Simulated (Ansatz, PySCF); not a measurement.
Donor–acceptor adduct: BH3 (SMILES B) (first 4 atoms) with AsH3 (SMILES [AsH3]); geometry from B3LYP-D3(BJ)/def2-TZVP, rigid monomers moved along the line of their centres of mass till B1···As5 is 2.93 Å.
(charge 0, multiplicity 1):
```
atom    x (Å)    y (Å)   z (Å)
----  -------  -------  ------
B     -0.0052  -0.0598  0.6296
H     -0.8662   0.7776  0.5787
H     -0.3529  -1.1824  0.3770
H      1.0665   0.2658  0.1928
As     0.5270  -0.2174  3.5037
H     -0.5951  -0.6073  4.4354
H      0.9997   1.0187  4.2301
H      1.5754  -1.1827  4.0022
```

Quantity: the interaction energy.

Interaction energies are E(AB) − E(A) − E(B) at the monomers' geometry in the complex; basis-set methods are counterpoise corrected.

Frozen-core correlation. Filled d and f shells under p-block atoms count as core. CBS: X⁻³ extrapolation of the correlation energy, Hartree–Fock from the larger set.

Programs: Ansatz (Gaussian orbitals); PySCF for the dispersion terms. Values without a source in brackets are computed.

Costs are ratios of core time to PBE/def2-TZVPPD (roughly 5 s), for whole runs (searches for the state included, and forces where a run took them) on one shared machine, so rough; each difference counts from -11.24 kcal/mol (CCSD(T)/CBS(aug-cc-pVDZ, aug-cc-pVTZ), a level with limits of its own).

A star marks coupled-cluster runs past 200 virtual orbitals, where the program's memory plan changes under this machine's limit, so their costs aren't comparable with smaller runs.

```tsv
level	basis functions	cost
PBE/def2-TZVPPD	193	×1
PBE-D3(BJ)/def2-TZVPPD	193	×1
B3LYP/def2-TZVPPD	193	×2
B3LYP-D3(BJ)/def2-TZVPPD	193	×2
r2SCAN/def2-TZVPPD	193	×2
r2SCAN-D3(BJ)/def2-TZVPPD	193	×2
PBE0/def2-TZVPPD	193	×2
PBE0-D3(BJ)/def2-TZVPPD	193	×2
CCSD(T)/aug-cc-pVDZ	113	×4
wB97M-V/def2-TZVPPD	193	×4
wB97X-V/def2-TZVPPD	193	×4
CCSD(T)/aug-cc-pVTZ	243	×100*
```

### Question
Which is the cheapest listed level whose difference stays within 0.25 kcal/mol?

### Answer
none of those listed.

Each difference (kcal/mol): PBE/def2-TZVPPD -2.11; PBE-D3(BJ)/def2-TZVPPD -3.16; B3LYP/def2-TZVPPD 0.85; B3LYP-D3(BJ)/def2-TZVPPD -1.04; r2SCAN/def2-TZVPPD -1.45; r2SCAN-D3(BJ)/def2-TZVPPD -1.81; PBE0/def2-TZVPPD -1.19; PBE0-D3(BJ)/def2-TZVPPD -2.20; CCSD(T)/aug-cc-pVDZ 1.11; wB97M-V/def2-TZVPPD -0.47; wB97X-V/def2-TZVPPD -0.44; CCSD(T)/aug-cc-pVTZ 0.28.

Ansatz is a program for electronic structure.
